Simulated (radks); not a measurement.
Results of a calculation; reference values are marked as such.
All-electron atom: K V in [He] 2s2 2p4 3s2 3p3 3d2 (not the ground configuration).

Code: a radial shooting solver on a logarithmic mesh with Libxc functionals. Model: non-relativistic Kohn-Sham, r2SCAN, spin-polarised, spherical densities, point nucleus; open shells are filled with parallel spins first; meta-GGA in the generalised Kohn-Sham scheme.

Energy parts (hartree):
part                       energy
total                  -571.01796
kinetic                 570.54131
electron-nucleus      -1306.95288
Hartree                 194.88406
exchange-correlation    -29.49044

Orbitals (lengths in bohr, moments of r in powers of bohr; <r^-3> diverges for s and p1/2):
orbital	occ.	eigenvalue (hartree)	<r^-3>	<1/r>
1s up	1	-135.6672	-	18.54
1s down	1	-135.3175	-	18.58
2s up	1	-17.65436	-	3.955
2s down	1	-17.09042	-	3.916
2p up	3	-15.29048	170.5	3.877
2p down	1	-14.59133	167.0	3.840
3s up	1	-3.85634	-	1.296
3s down	1	-3.43051	-	1.249
3p up	3	-3.15531	23.85	1.217
3p down	0	-2.73393	21.93	1.168
3d up	2	-2.05409	2.657	1.063
3d down	0	-1.66842	2.381	1.016

The highest occupied level is 3d up at -55.895 eV. The configuration is held as typed, so some empty levels lie below it. Virial ratio -V/T = 2.00084. The spin density at the nucleus is 0.083 e/bohr^3 (1s -7.542, 2s 5.038, 3s 2.587), a Fermi contact field of 4.36 T. Summed over all electrons, <r^2> = 11.18 bohr^2, which gives a Langevin (diamagnetic) susceptibility term of -8.86 x 10^-6 cm^3/mol.
